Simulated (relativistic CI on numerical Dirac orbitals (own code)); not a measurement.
# d5 in a ligand field

Computed with a parametric ligand-field model of a d^n configuration (Racah B and C, spin-orbit zeta, crystal field), exact diagonalisation.

Field parameters in Wybourne normalisation: Oh B⁴₀ = 21Dq, B⁴₄ = √(5/14) B⁴₀. The field is a parameter set, without covalency.

B = 530 cm⁻¹, C = 2400 cm⁻¹ (C/B = 4.53), Oh, no spin-orbit coupling. Tanabe-Sugano data, E/B above the lowest term (Δ = |10Dq|; b, c mark the second and third term of a kind):

```
 Δ/B    6A1    4T1    4T2  4T1(b)    2T2    2A2
 1.0   0.00  32.50  32.62   38.83  47.06  47.13
 3.0   0.00  31.55  32.45   39.70  45.71  46.40
 5.0   0.00  30.10  32.10   40.99  43.22  45.19
 7.0   0.00  28.43  31.52   42.39  40.11  43.69
 9.0   0.00  26.66  30.69   43.77  36.70  42.02
11.0   0.00  24.83  29.62   45.06  33.15  40.27
13.0   0.00  22.95  28.34   46.19  29.51  38.45
15.0   0.00  21.06  26.88   47.13  25.81  36.60
17.0   0.00  19.14  25.30   47.88  22.06  34.71
19.0   0.00  17.22  23.63   48.46  18.29  32.80
21.0   0.00  15.28  21.90   48.89  14.49  30.88
23.0   0.00  13.33  20.12   49.22  10.67  28.95
25.0   0.00  11.38  18.30   49.47   6.84  27.01
27.0   0.00   9.43  16.45   49.67   2.99  25.06
29.0   0.88   8.34  15.45   50.70   0.00  23.98
31.0   4.75  10.25  17.44   54.69   0.00  25.89
33.0   8.64  12.17  19.42   58.67   0.00  27.81
35.0  12.53  14.09  21.40   62.65   0.00  29.73
37.0  16.43  16.01  23.38   66.61   0.00  31.66
39.0  20.34  17.95  25.35   70.58   0.00  33.59
41.0  24.25  19.88  27.32   74.54   0.00  35.53
43.0  28.17  21.82  29.30   78.50   0.00  37.47
45.0  32.10  23.76  31.27   82.45   0.00  39.41
47.0  36.03  25.71  33.24   86.41   0.00  41.36
```

The ground term changes from 6A1 to 2T2 between Δ/B = 27.0 and 29.0.
